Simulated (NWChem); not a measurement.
All runs are NWChem calculations. System: iodine (I2), charge 0, spin multiplicity 1, at a geometry optimised with PBE0/def2-SVP with def2 effective core potentials on I. Level: CCSD(T)/def2-SVP with def2 effective core potentials on I, 8 core orbitals frozen.

Input file:

```
start mol
memory heap 100 mb stack 700 mb global 1900 mb
geometry units angstroms nocenter noautoz
  I      0.000000     0.000000     1.341220
  I      0.000000     0.000000    -1.341220
  symmetry group D2h
end
basis spherical
  * library def2-svp
end
ecp
  I library def2-ecp
end
scf
  rhf
  nopen 0
  maxiter 100
  thresh 1e-7
  semidirect memsize 60000000 filesize 0
end
tce
  freeze core 8
  ccsd(t)
  2eorb
  2emet 13
  thresh 1e-6
  maxiter 100
  tilesize 24
end
task tce energy
```

NWChem printed:

```
             Northwest Computational Chemistry Package (NWChem) 7.3.0
             --------------------------------------------------------

                                NWChem Input Module
                                -------------------

 Scaling coordinates for geometry "geometry" by  1.889725989
 (inverse scale =  0.529177249)

 Turning off AUTOSYM since
 SYMMETRY directive was detected!

                             Geometry "geometry" -> ""
                             -------------------------

 Output coordinates in angstroms (scale by  1.889725989 to convert to a.u.)

  No.       Tag          Charge          X              Y              Z
 ---- ---------------- ---------- -------------- -------------- --------------
    1 I                   53.0000     0.00000000     0.00000000     1.34122000
    2 I                   53.0000     0.00000000     0.00000000    -1.34122000

 Effective nuclear repulsion energy (a.u.)     554.1443210063

            Nuclear Dipole moment (a.u.)
            ----------------------------
        X                 Y               Z
 ---------------- ---------------- ----------------
     0.0000000000     0.0000000000     0.0000000000

      Symmetry information
      --------------------

 Group name             D2h
 Group number             26
 Group order               8
 No. of unique centers     1

      Symmetry unique atoms

     1


 Summary of "ao basis" -> "" (spherical)
 ------------------------------------------------------------------------------
       Tag                 Description            Shells   Functions and Types
 ---------------- ------------------------------  ------  ---------------------
 *                          def2-svp                  on all atoms

 Summary of "ao basis" -> "ao basis" (spherical)
 ------------------------------------------------------------------------------
       Tag                 Description            Shells   Functions and Types
 ---------------- ------------------------------  ------  ---------------------
 I                          def2-svp                10       26   4s4p2d

                                 NWChem SCF Module
                                 -----------------

  ao basis        = "ao basis"
  functions       =    52
  atoms           =     2
  closed shells   =    25
  open shells     =     0
  charge          =   0.00
  wavefunction    = RHF
  use symmetry    = T
  symmetry adapt  = T

 Summary of "ao basis" -> "ao basis" (spherical)
 ------------------------------------------------------------------------------
       Tag                 Description            Shells   Functions and Types
 ---------------- ------------------------------  ------  ---------------------
 I                          def2-svp                10       26   4s4p2d

      Symmetry analysis of basis
      --------------------------

        ag         12
        au          2
        b1g         2
        b1u        12
        b2g         6
        b2u         6
        b3g         6
        b3u         6

 Forming initial guess at       0.1s

      Superposition of Atomic Density Guess
      -------------------------------------

 Sum of atomic energies:        -694.25423975

      Non-variational initial energy
      ------------------------------

 Total energy =    -593.361393
 1-e energy   =   -1281.326225
 2-e energy   =     564.668214
 HOMO         =      -0.292841
 LUMO         =      -0.129963

      Symmetry analysis of molecular orbitals - initial
[...]
              MO Center= -1.7D-15,  8.0D-15, -2.3D-14, r^2= 6.3D+00
   Bfn.  Coefficient  Atom+Function         Bfn.  Coefficient  Atom+Function
  ----- ------------  ---------------      ----- ------------  ---------------
     3      0.694171  1 I  s                 29      0.694171  2 I  s
     4     -0.616835  1 I  s                 30     -0.616835  2 I  s
    16     -0.599628  1 I  pz                42      0.599628  2 I  pz
    13      0.542107  1 I  pz                39     -0.542107  2 I  pz
    24     -0.467657  1 I  d  0              50     -0.467657  2 I  d  0

 center of mass
 --------------
 x =   0.00000000 y =   0.00000000 z =   0.00000000

 moments of inertia (a.u.)
 ------------------
        1630.386986000535           0.000000000000           0.000000000000
           0.000000000000        1630.386986000535           0.000000000000
           0.000000000000           0.000000000000           0.000000000000

  Mulliken analysis of the total density
  --------------------------------------

    Atom       Charge   Shell Charges
 -----------   ------   -------------------------------------------------------
    1 I   25    25.00   1.83  0.22  1.25  0.68  2.93  3.12  2.50  2.42  9.83  0.22
    2 I   25    25.00   1.83  0.22  1.25  0.68  2.93  3.12  2.50  2.42  9.83  0.22

       Multipole analysis of the density wrt the origin
       ------------------------------------------------

     L   x y z        total         open         nuclear
     -   - - -        -----         ----         -------
     0   0 0 0      0.000000      0.000000     50.000000

     1   1 0 0     -0.000000      0.000000      0.000000
     1   0 1 0     -0.000000      0.000000      0.000000
     1   0 0 1      0.000000      0.000000      0.000000

     2   2 0 0    -41.177233      0.000000      0.000000
     2   1 1 0      0.000000      0.000000      0.000000
     2   1 0 1     -0.000000      0.000000      0.000000
     2   0 2 0    -41.177233      0.000000      0.000000
     2   0 1 1     -0.000000      0.000000      0.000000
     2   0 0 2    -35.339883      0.000000    321.194217

                   NWChem Extensible Many-Electron Theory Module
                   ---------------------------------------------


            General Information
            -------------------
      Number of processors :     1
         Wavefunction type : Restricted Hartree-Fock
          No. of electrons :    50
           Alpha electrons :    25
            Beta electrons :    25
           No. of orbitals :   104
            Alpha orbitals :    52
             Beta orbitals :    52
        Alpha frozen cores :     8
         Beta frozen cores :     8
     Alpha frozen virtuals :     0
      Beta frozen virtuals :     0
         Spin multiplicity : singlet
    Number of AO functions :    52
       Number of AO shells :    20
        Use of symmetry is : on
      Symmetry adaption is : on
         Schwarz screening : 0.10D-09

          Correlation Information
          -----------------------
          Calculation type : Coupled-cluster singles & doubles w/ perturbation
   Perturbative correction : (T)
            Max iterations :      100
        Residual threshold : 0.10D-05
     T(0) DIIS level shift : 0.00D+00
     L(0) DIIS level shift : 0.00D+00
     T(1) DIIS level shift : 0.00D+00
     L(1) DIIS level shift : 0.00D+00
     T(R) DIIS level shift : 0.00D+00
     T(I) DIIS level shift : 0.00D+00
   CC-T/L Amplitude update :  5-th order DIIS
                I/O scheme : Global Array Library
        L-threshold :  0.10D-05
        EOM-threshold :  0.10D-05
 no EOMCCSD initial starts read in
 TCE RESTART OPTIONS
 SLICE:      F
 D4D5:       F
 quantumc:   F
 qrotation:  F
 pwtce:      F
 qducc:      F
 nacto:                         0
 nrotv:                         0
 nrot:                          0

            Memory Information
            ------------------
          Available GA space size is     249034096 doubles
          Available MA space size is     104850420 doubles

 Maximum block size supplied by input
 Maximum block size        24 doubles

 tile_dim =      7

 -------------------------------------------------

 Global array virtual files algorithm will be used

 Parallel file system coherency ......... OK

 4-electron integrals stored in orbital form

 v2    file size   =            84838
 4-index algorithm nr.  13 is used
 imaxsize =       30
 imaxsize ichop =        0


CCSD iterations
 ---------------------------------------------------------
 Iter          Residuum       Correlation     Cpu    Wall
 ---------------------------------------------------------
    1   0.0867244018898  -0.2339750230562     6.0     6.0
    2   0.0235448454892  -0.2452079363561     6.0     6.0
    3   0.0086093895570  -0.2484562867197     6.0     6.0
    4   0.0035325810910  -0.2493143484805     6.0     6.0
    5   0.0015966645473  -0.2496419497449     6.0     6.0
    6   0.0004017050868  -0.2498386951688     6.0     6.0
    7   0.0002080456343  -0.2498519530183     6.0     6.0
    8   0.0001282822182  -0.2498533006905     6.0     6.0
    9   0.0000817145093  -0.2498535374188     6.0     6.0
   10   0.0000523238620  -0.2498539852725     6.0     6.0
   11   0.0000040650730  -0.2498548290602     6.0     6.0
   12   0.0000016583554  -0.2498548879249     6.0     6.0
   13   0.0000008929267  -0.2498549603461     6.0     6.0
 -----------------------------------------------------------------
 Iterations converged
 CCSD correlation energy / hartree =        -0.249854960346108
 CCSD total energy / hartree       =      -593.566151055852970

 Singles contributions

 Doubles contributions
    26b1u (alpha)    26b1u (beta ) ---    21ag  (alpha)    21ag  (beta )       -0.1226459898
 CCSD(T)
 Using plain CCSD(T) code
             total no. of tasks        12168
 total no. of tasks / no. procs        12168
                         wl_min            1           1.0
                         wl_max        18816           5.2
        thresh for no. of tasks        12168

 CCSD[T]  correction energy / hartree =        -0.005868522337660
 CCSD[T] correlation energy / hartree =        -0.255723482683768
 CCSD[T] total energy / hartree       =      -593.572019578190634
 CCSD(T)  correction energy / hartree =        -0.005751931256492
 CCSD(T) correlation energy / hartree =        -0.255606891602600
 CCSD(T) total energy / hartree       =      -593.571902987109411

 Task  times  cpu:       90.1s     wall:       90.1s

 Total times  cpu:       90.1s     wall:       90.1s
```
